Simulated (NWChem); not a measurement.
System: C4H8; SMILES C(=C/C)/C

Here is an NWChem input.

```
start job
memory heap 200 mb stack 900 mb global 1100 mb
geometry units angstroms noautoz
  C      1.593536     0.000000     0.518586
  C      0.669324     0.000000    -0.667547
  C     -0.669324     0.000000    -0.667547
  C     -1.593536     0.000000     0.518586
  H      2.250923    -0.880141     0.501885
  H      2.250923     0.880141     0.501885
  H      1.061101     0.000000     1.473720
  H      1.169574     0.000000    -1.636802
  H     -1.169574     0.000000    -1.636802
  H     -1.061101     0.000000     1.473720
  H     -2.250923    -0.880141     0.501885
  H     -2.250923     0.880141     0.501885
end
basis spherical
  * library def2-svp
end
dft
  xc xwpbe 0.80 cpbe96 1.0 hfexch 1.00
  cam 0.2 cam_alpha 0.2 cam_beta 0.8
  iterations 150
  mulliken
end
task dft energy
```

Geometry: optimised at B3LYP/6-31G* (spherical d).

**Question.** Give the results of this calculation. (LRC-wPBEh/def2-SVP.) Quantities: energy (Ha); highest occupied level (eV); orbital gap (eV); dipole (D).

**Answer.** 
```
Item                           Value
---------------------------  -------
energy (Ha)                  -156.94
highest occupied level (eV)    -8.71
orbital gap (eV)               11.35
dipole (D)                      0.24
```
